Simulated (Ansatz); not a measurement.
Diatomic WO+, multiplicity 4 (lowest of 2S+1 = 2, 4, 6, 8, 10 at CCSD(T)/def2-TZVPP on PBE0 minima; our sources give no spin for the ground state, which may be another). No spin–orbit coupling.

The constants come from a fifth-degree fit in 1/R (seven points, main isotopes). Runs in def2 and cc sets follow the lowest solution found near the PBE0 minimum.

Codes used: Ansatz (Gaussian orbitals).  In def2 rows elements past Kr take small-core potentials, without spin–orbit coupling.

| level | r_e (Å) | ω_e (cm⁻¹) | B_e (cm⁻¹) | α_e (cm⁻¹) |
|---|---|---|---|---|
| SVWN5/def2-TZVPP | 1.636 | 1123 | 0.428 | 0.0019 |
| PBE/def2-TZVPP | 1.650 | 1086 | 0.421 | 0.0020 |
| B3LYP/def2-TZVPP | 1.642 | 1115 | 0.425 | 0.0019 |
| CAM-B3LYP/def2-TZVPP | 1.632 | 1149 | 0.430 | 0.0019 |
| wB97X-V/def2-TZVPP | 1.627 | 1165 | 0.433 | 0.0018 |

Ansatz is a quantum-chemistry and plane-wave program.
